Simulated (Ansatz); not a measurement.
Species: CH5GeN, charge 0, singlet. CH5GeN (SMILES [CH3][Ge][NH2]).
B3LYP-D3(BJ)/def2-TZVP minimum from Ansatz (an electronic-structure program):
```
C
H 1 1.0911
H 1 1.0921 2 109.09
H 1 1.0950 2 107.49 3 117.19
Ge 1 2.0186 2 111.00 4 118.29
N 5 1.8322 1 95.73 2 153.96
H 6 1.0083 5 122.23 1 178.14
H 6 1.0102 7 112.31 5 179.39
```

Total energies in hartree (Ansatz). UHF or UKS for unpaired electrons; spin-orbit terms are left out. Cores are frozen in correlated methods (noble-gas shells, and filled d and f shells in the p block). No relativity. For partners of very few electrons the exact lower level stands in for a higher one.

```tsv
species	HF/cc-pVTZ	CCSD(T)/cc-pVTZ	HF/cc-pVQZ	CCSD(T)/cc-pVQZ	CCSD(T)/cc-pVDZ	CCSDT(Q)/cc-pVDZ
1: CH5GeN (SMILES [CH3][Ge][NH2])	-2170.67303	-2171.22393	-2170.68355	-2171.26335	-2171.02015	-2171.02227
2: Ge (triplet)	-2075.36107	-2075.42794	-2075.36359	-2075.43284	-2075.34866	-2075.34895
3: C (triplet)	-37.69157	-37.78076	-37.69331	-37.78654	-37.76038	-37.76071
4: H (doublet)	-0.49981	-0.49981	-0.49995	-0.49995	-0.49928	-0.49928
5: N (quartet)	-54.40069	-54.51471	-54.40372	-54.52482	-54.47850	-54.47866
```

Problem. Work out the atomisation energy (electronic, to ground-state atoms) in kcal/mol: take Hartree-Fock from cc-pVQZ, extrapolate the CCSD(T) correlation energy as X^-3 (X = 3, 4), and add CCSDT(Q) - CCSD(T) in cc-pVDZ. 1 hartree = 627.51 kcal/mol.

Solution. 
Species 1: correlation (64·(-0.57980) - 27·(-0.55090))/37 = -0.60089; step -0.00212; E1 = -2170.68355 + (-0.60089) + (-0.00212) = -2171.28656
Species 2: correlation (64·(-0.06925) - 27·(-0.06687))/37 = -0.07099; step -0.00029; E2 = -2075.36359 + (-0.07099) + (-0.00029) = -2075.43487
Species 3: correlation (64·(-0.09323) - 27·(-0.08919))/37 = -0.09618; step -0.00033; E3 = -37.69331 + (-0.09618) + (-0.00033) = -37.78982
Species 4: correlation (64·(0.00000) - 27·(0.00000))/37 = 0.00000; step +0.00000; E4 = -0.49995 + (0.00000) + (+0.00000) = -0.49995
Species 5: correlation (64·(-0.12110) - 27·(-0.11402))/37 = -0.12627; step -0.00016; E5 = -54.40372 + (-0.12627) + (-0.00016) = -54.53015
-1·E1 +1·E2 +1·E3 +5·E4 +1·E5 = 1.03197 hartree = 647.6 kcal/mol.
